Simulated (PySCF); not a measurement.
B²⁺: interval between two levels

B²⁺ [He] 2s1 [2S1/2, M_J = 1/2] → B²⁺ [He] 2p1 [2P3/2, M_J = 3/2], as a difference of total energies. All numbers are calculated (PySCF 2.14, the two-component X2C-1e Hamiltonian, in x2c-TZVPall-2c with one added diffuse shell each of s, p, d type (6s4p3d1f, 40 functions)). Correlated levels: 1s2 frozen. "Screened" scales the spin-orbit matrix elements by Boettger's factors to mimic the two-electron term; Breit and QED terms are absent.

```
                        method  interval between two levels (cm⁻¹)
               GHF (spin-free)                               48830
              GMP2 (spin-free)                               48830
             GCCSD (spin-free)                               48830
          GCCSD(T) (spin-free)                               48830
     GHF (screened spin-orbit)                               48843
    GMP2 (screened spin-orbit)                               48843
   GCCSD (screened spin-orbit)                               48843
GCCSD(T) (screened spin-orbit)                               48843
```
